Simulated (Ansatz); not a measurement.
Gas-phase electronic energies from Ansatz, PBE0-D4/def2-TZVP geometries. CBS: MP2 limit from def2 TZ/QZ plus the TZ coupled-cluster correction, frozen cores. This one scheme is used for every species. Functionals use def2-TZVPP. B3LYP here is the variant with VWN-RPA as its local correlation; programs differ in this. For Ge outer-core shells are correlated without core-valence functions, which leaves a few kJ/mol of doubt a bond. Scalar relativity is left out up to krypton. Each species was taken in one conformer, which may not be the lowest.

Reaction (ligand exchange at a Ge–Cl bond): `C#[C][Ge]([F])([F])[Cl]` + CH₃OH → `C#[C][Ge]([F])([F])[O]C` + HCl

`C#[C][Ge]([F])([F])[Cl]`:

Cartesian coordinates in Å:
```
C -0.744 -0.624 1.821
C -0.318 -0.232 0.767
Ge 0.350 0.351 -0.874
F 1.576 1.517 -0.637
F -0.873 1.149 -1.764
Cl 1.132 -1.192 -2.071
H -1.123 -0.968 2.757
```

CH₃OH:

```xyz
6

C     0.250   -0.236   -0.091
O    -1.032    0.217    0.276
H     0.184   -1.317   -0.216
H     1.004   -0.028    0.678
H     0.591    0.195   -1.041
H    -0.997    1.169    0.393
```

`C#[C][Ge]([F])([F])[O]C`:

```xyz
11

C     2.643    1.882    0.719
C     1.561    1.402    0.509
Ge   -0.123    0.668    0.186
F    -1.133    0.806    1.568
F    -0.962    1.554   -1.023
O    -0.004   -0.996   -0.286
C    -1.174   -1.746   -0.583
H     3.603    2.307    0.905
H    -1.838   -1.811    0.283
H    -0.848   -2.751   -0.852
H    -1.723   -1.315   -1.425
```

HCl:

```xyz
2

Cl   -0.021    0.634    0.080
H     0.021   -0.634   -0.080
```

| level | ΔE (kJ/mol) | difference from CCSD(T)/CBS |
| --- | --- | --- |
| PBE0-D4 | 29.5 | 10.1 |
| B3LYP-D4 | 23.5 | 4.1 |
| r2SCAN0-D4 | 26.6 | 7.2 |
| CAM-B3LYP-D4 | 19.7 | 0.3 |
| BHLYP | 25.0 | 5.6 |
| MP2/def2-TZVPP | 19.7 | 0.3 |
| SCS-MP2/def2-TZVPP | 18.1 | -1.3 |
| HF/def2-QZVPP | 23.2 | 3.8 |
| HF/CBS(def2) | 23.0 | 3.6 |
| CCSD/CBS(def2) | 19.6 | 0.2 |
| CCSD(T)/CBS | 19.4 | 0 |

Largest T1 diagnostic among the species: 0.013.

Leaving LDA and LC-ωPBE aside and taking each functional with its dispersion term where it has one, the values, not all of them listed here, spread over 10.2 kJ/mol, from CAM-B3LYP-D4 to HSE06-D4. LDA lies −6.6 kJ/mol from PBE without D4. At CCSD(T), def2-SVP lies −6.3 kJ/mol from the extrapolated value and def2-TZVPP −2.2 kJ/mol.
